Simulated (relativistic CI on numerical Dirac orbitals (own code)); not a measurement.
# Racah parameters of the free ion Zn5+ from its measured terms

Problem. The configuration 3s2.3p6.3d7 of Zn5+ has the measured levels 4F: 4613.0 (J = 3/2), 3618.0 (J = 5/2), 2132.0 (J = 7/2), 0.0 (J = 9/2); 4P: 24875.0 (J = 1/2), 23641.0 (J = 3/2), 23455.0 (J = 5/2); 2G: 27286.0 (J = 7/2), 25266.0 (J = 9/2) cm⁻¹ (Sugar and Musgrove, J. Phys. Chem. Ref. Data 24, 1803 (1995)). Find B and C, and predict the term 2H.

Working.
1. Centres of gravity, weighted by 2J + 1: 4F 2043.4, 4P 23753.7, 2G 26163.8 cm⁻¹.
2. 4P − 4F = 15B gives B = 21710.2/15 = 1447 cm⁻¹.
3. 2G − 4F = 4B + 3C gives C = (24120.3 − 5789.4)/3 = 6110 cm⁻¹, and C/B = 4.22.
4. 2H − 4F = 9B + 3C = 31357 cm⁻¹.

Check. The measured centre of 2H lies 32890 cm⁻¹ above that of 4F, so the two-parameter theory misses by -1533 cm⁻¹; fits add the Trees term αL(L + 1) for such residues. The calculated radial integrals (Dirac-KLI orbitals, unscaled: F² = 131498, F⁴ = 82733 cm⁻¹) give B = F²/49 − 5F⁴/441 = 1746 and C = 35F⁴/441 = 6566 cm⁻¹, so the measured B is 83 % and C 93 % of them. A complex lowers B further; the nephelauxetic ratio is taken against the free-ion value found here.
